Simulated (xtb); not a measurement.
C3H7O (SMILES [CH2-]COC), charge -1, singlet, geometry from GFN2-xTB; GFN2-xTB (xtb).

xtb was given this input:
```
$ xtb mol.xyz --gfn 2 --chrg -1 --etemp 3000 --json

# file mol.xyz
11

O     -0.02364204    -0.72791359    -0.02410158
C     -0.11695116     0.72309764     0.02353500
C      1.27997189    -1.17584587    -0.05346219
C     -1.53793975     1.16403974    -0.03994654
H      0.53282928     1.00119920     0.93898760
H      0.44859738     1.10785920    -0.85183032
H      1.26753791    -2.27032695    -0.05197351
H      1.82097837    -0.82845799    -0.95497355
H      1.85749247    -0.82621646     0.82524896
H     -1.97405394     1.11319354     0.99190016
H     -1.51473106     2.25830906    -0.28530416
```

Q: Write the output that xtb gives for this input, abridged.

A: 
```
   ID    Z sym.   atoms
    1    8 O      1
    2    6 C      2-4
    3    1 H      5-11

           -------------------------------------------------
          |                Calculation Setup                |
           -------------------------------------------------

           -------------------------------------------------
          |                 G F N 2 - x T B                 |
           -------------------------------------------------

          ...................................................
          :                      SETUP                      :
          :.................................................:
          :  # basis functions                  23          :
          :  # atomic orbitals                  23          :
          :  # shells                           15          :
          :  # electrons                        26          :
          :  max. iterations                   250          :
          :  Hamiltonian                  GFN2-xTB          :
          :  restarted?                      false          :
          :  GBSA solvation                  false          :
          :  PC potential                    false          :
          :  electronic temp.         3000.0000000     K    :
          :  accuracy                    1.0000000          :
          :  -> integral cutoff          0.2500000E+02      :
          :  -> integral neglect         0.1000000E-07      :
          :  -> SCF convergence          0.1000000E-05 Eh   :
          :  -> wf. convergence          0.1000000E-03 e    :
          :  Broyden damping             0.4000000          :
          :  net charge                         -1          :
          :  unpaired electrons                  0          :
          ...................................................

 iter      E             dE          RMSdq      gap      omega  full diag
   1    -14.1353028 -0.141353E+02  0.497E+00    9.47       0.0  T
   2    -14.2503306 -0.115028E+00  0.262E+00    7.07       1.0  T
   3    -14.2523717 -0.204104E-02  0.148E+00    7.10       1.0  T
   4    -14.2527495 -0.377805E-03  0.195E-01    6.75       1.0  T
   5    -14.2528315 -0.820012E-04  0.108E-01    6.81       1.0  T
   6    -14.2528359 -0.440020E-05  0.271E-02    6.83       1.1  T
   7    -14.2528365 -0.609552E-06  0.657E-03    6.83       4.6  T
   8    -14.2528365 -0.350165E-07  0.206E-03    6.83      14.6  T
   9    -14.2528365 -0.113297E-07  0.613E-04    6.83      49.2  T
  10    -14.2528365 -0.561299E-09  0.242E-04    6.83     124.5  T

   *** convergence criteria satisfied after 10 iterations ***

         :::::::::::::::::::::::::::::::::::::::::::::::::::::
         ::                     SUMMARY                     ::
         :::::::::::::::::::::::::::::::::::::::::::::::::::::
         :: total energy             -14.124212593977 Eh    ::
         :: gradient norm              0.000054796092 Eh/a0 ::
         :: HOMO-LUMO gap              6.828728549310 eV    ::
         ::.................................................::
         :: SCC energy               -14.252835809797 Eh    ::
         :: -> isotropic ES            0.154979940963 Eh    ::
         :: -> anisotropic ES          0.007271504177 Eh    ::
         :: -> anisotropic XC          0.001276868865 Eh    ::
         :: -> dispersion             -0.006101528177 Eh    ::
         :: repulsion energy           0.128623215820 Eh    ::
         :: add. restraining           0.000000000000 Eh    ::
         :: total charge              -1.000000000000 e     ::
         :::::::::::::::::::::::::::::::::::::::::::::::::::::

           -------------------------------------------------
          |                Property Printout                |
           -------------------------------------------------

    * Orbital Energies and Occupations

         #    Occupation            Energy/Eh            Energy/eV
      -------------------------------------------------------------
[...]
        10        2.0000           -0.2141438              -5.8272
        11        2.0000           -0.1923074              -5.2330
        12        2.0000           -0.1680245              -4.5722
        13        2.0000           -0.0344734              -0.9381 (HOMO)
        14        0.0000            0.2164778               5.8907 (LUMO)
        15                          0.2644980               7.1974
        16                          0.2988003               8.1308
        17                          0.3141835               8.5494
        18                          0.3237580               8.8099
        19                          0.3527414               9.5986
        20                          0.3775218              10.2729
        21                          0.4448952              12.1062
        22                          0.4803688              13.0715
        23                          0.4997816              13.5997
      -------------------------------------------------------------
                  HL-Gap            0.2509512 Eh            6.8287 eV
             Fermi-level            0.0909709 Eh            2.4754 eV

     #   Z          covCN         q      C6AA      α(0)
     1   8 O        1.697    -0.360    20.071     6.049
     2   6 C        3.681     0.136    18.574     6.172
     3   6 C        3.648     0.088    19.426     6.332
     4   6 C        2.817    -0.327    37.244     9.999
     5   1 H        0.909    -0.123     6.461     3.976
     6   1 H        0.921    -0.072     4.681     3.384
     7   1 H        0.924     0.002     3.019     2.717
     8   1 H        0.922    -0.016     3.355     2.865
     9   1 H        0.922    -0.015     3.336     2.856
    10   1 H        0.919    -0.155     7.959     4.412
    11   1 H        0.919    -0.157     8.080     4.446

 Mol. C6AA /au·bohr⁶  :       1223.565962
 Mol. C8AA /au·bohr⁸  :      23797.801233
 Mol. α(0) /au        :         53.207917

Wiberg/Mayer (AO) data.
largest (>0.10) Wiberg bond orders for each atom

 ---------------------------------------------------------------------------
     #   Z sym  total        # sym  WBO       # sym  WBO       # sym  WBO
 ---------------------------------------------------------------------------
     1   8 O    2.044 --     3 C    1.044     2 C    0.890
     2   6 C    3.847 --     4 C    1.037     6 H    0.968     5 H    0.916
                             1 O    0.890
     3   6 C    3.983 --     1 O    1.044     7 H    0.980     8 H    0.969
                             9 H    0.967
     4   6 C    3.034 --     2 C    1.037    10 H    0.963    11 H    0.950
     5   1 H    0.985 --     2 C    0.916
     6   1 H    0.995 --     2 C    0.968
     7   1 H    1.000 --     3 C    0.980
     8   1 H    1.000 --     3 C    0.969
     9   1 H    1.000 --     3 C    0.967
    10   1 H    0.976 --     4 C    0.963
    11   1 H    0.975 --     4 C    0.950
 ---------------------------------------------------------------------------

Topologies differ in total number of bonds
Writing topology from bond orders to xtbtopo.mol

molecular dipole:
                 x           y           z       tot (Debye)
 q only:        1.891      -1.578      -0.265
   full:        2.652      -1.320       0.116       7.534
molecular quadrupole (traceless):
                xx          xy          yy          xz          yz          zz
 q only:       -2.644       6.718      -2.176       0.963      -0.552       4.820
  q+dip:       -5.810       7.301      -0.644      -0.931       0.476       6.454
   full:       -5.532       6.751      -0.229      -1.191       0.243       5.761

           -------------------------------------------------
          | TOTAL ENERGY              -14.124212593977 Eh   |
          | GRADIENT NORM               0.000054796092 Eh/α |
          | HOMO-LUMO GAP               6.828728549310 eV   |
           -------------------------------------------------

normal termination of xtb
```
